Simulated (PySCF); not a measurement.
(E)-1-bromo-2-chloroprop-1-ene (C3H4BrCl), SMILES C/C(Cl)=C\Br.

Geometry: r2SCAN-D4/def2-SVP.

Computed with PySCF with PBE/def2-TZVP.

Symmetry labels are those of the subgroup Cs that the program uses (full group Cs).

Computed valence orbital energies around the gap with their symmetry:
| orbital | symmetry | energy (eV) |
|---|---|---|
| HOMO−7 | A" | -10.90 |
| HOMO−6 | A' | -9.85 |
| HOMO−5 | A' | -9.47 |
| HOMO−4 | A" | -8.79 |
| HOMO−3 | A" | -8.00 |
| HOMO−2 | A' | -7.68 |
| HOMO−1 | A' | -7.17 |
| HOMO | A" | -5.93 |
| LUMO | A" | -1.44 |
| LUMO+1 | A' | -1.33 |
| LUMO+2 | A' | 0.04 |
| LUMO+3 | A' | 0.72 |
